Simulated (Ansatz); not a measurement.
Species: SeBr2, net charge 1, doublet state. SMILES of the parent species: Br[Se]Br
Structure (B3LYP-D3(BJ)/def2-TZVP (Ansatz, a first-principles code) minimum search):
```
Se
Br 1 2.2593
Br 1 2.2593 2 106.05
```
Charge +1, spin multiplicity 2.

Parts of the frozen-core correlation energy in cc-pVDZ (Ansatz, hartree). Frozen orbitals: 42; correlated occupied orbitals by spin: 10 and 9; virtual: 29 and 30. UHF or UKS for open shells. Spin-orbit coupling is left out. Non-relativistic.

| term | value |
|---|---|
| reference (HF) | -7544.27269 |
| MP2 opposite-spin | ? |
| MP2 same-spin | ? |
| CCSD correlation | -0.36230 |
| (T) | ? |
| T1 diagnostic | 0.030 |
| largest doubles amplitude | 0.055 |
| <S^2> of the reference | 0.765 |

Problem. What belongs in the gaps?

Solution. 
- MP2 opposite-spin, value: -0.23945
- MP2 same-spin, value: -0.09020
- (T), value: -0.01276
